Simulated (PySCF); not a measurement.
Compound: 1-chloro-4-ethylbenzene, C8H9Cl.
Cartesian coordinates in Å at the PBE0-D3(BJ)/def2-SVP level; atoms count from 1:
```
atom  x, y, z in Å
C1    -1.7959    0.9169   -0.8839
C2    -1.1282   -0.1348   -0.0013
C3     0.3552    0.0799    0.1351
C4     0.8764    0.8923    1.1484
C5     2.2429    1.1361    1.2551
C6     3.1115    0.5597    0.3305
Cl7    4.8164    0.8509    0.4552
C8     2.6222   -0.2534   -0.6899
C9     1.2521   -0.4843   -0.7789
H10   -2.8792    0.7392   -0.9665
H11   -1.3709    0.9077   -1.8995
H12   -1.6470    1.9280   -0.4747
H13   -1.5913   -0.1245    0.9988
H14   -1.3143   -1.1380   -0.4181
H15    0.1978    1.3434    1.8780
H16    2.6411    1.7667    2.0517
H17    3.3151   -0.7017   -1.4038
H18    0.8720   -1.1259   -1.5791
```

Method: TDDFT CAM-B3LYP/def2-SVPD, vertical, gas phase, core orbitals frozen in the response in PySCF 2.14.0, density-fitted response routines.

Frontier orbitals with the atoms that hold most of them (Löwdin shares over 4%, at most four atoms; ? is withheld):

```
orbital  ε (eV)                           atoms
 LUMO+2    1.26  Cl7 12%, C1 12%, C2 8%, H18 7%
 LUMO+1    0.54    C6 20%, C3 19%, C8 9%, C4 9%
   LUMO    0.49  C9 18%, C5 18%, C4 18%, C8 18%
   HOMO   -8.11                               ?
 HOMO-1   -8.84                               ?
 HOMO-2  -10.31                 Cl7 78%, C6 10%
 HOMO-3  -10.76    Cl7 46%, C3 9%, C6 8%, C9 8%
```

(1) Give the leading atoms of the HOMO-1.

(2) Which atoms hold the HOMO, and with what shares?

(3) How does S1 compare with the orbital gap of 8.60 eV?

(4) Give energy, strength and leading configuration of S1, S2 and S5, and follow the Löwdin shares of the leading atoms from the occupied to the empty orbital.

Results:

(1) C5 (bonded to 2 C and H) 20%; C8 (bonded to 2 C and H) 20%; C9 (bonded to 2 C and H) 20%; C4 (bonded to 2 C and H) 20%.

(2) Cl7 (bonded to C) 20%; C6 (bonded to 2 C and Cl) 19%; C3 (bonded to 3 C) 18%; C4 (bonded to 2 C and H) 8%. By element: carbon 46% or more, chlorine 20%.

(3) S1 is at 5.22 eV (f = 0.0058), 3.39 eV below the gap, made of HOMO→LUMO (70%), HOMO-1→LUMO+1 (28%). 

(4) 
- S1 (5.22 eV, f 0.0058), HOMO→LUMO (70%): Cl7 20% → at most 18%, C6 19% → at most 18%, C9 at most 9% → 18%, C5 at most 9% → 18%
- S2 (5.83 eV, f 0.156), HOMO→LUMO+1 (79%): Cl7 20% → at most 10%, C6 19% → 20%, C3 18% → 19%
- S5 (6.84 eV, f 0.783), HOMO-1→LUMO (76%): C5 20% → 18%, C8 20% → 18%, C9 20% → 18%

One conformer stands for the species.
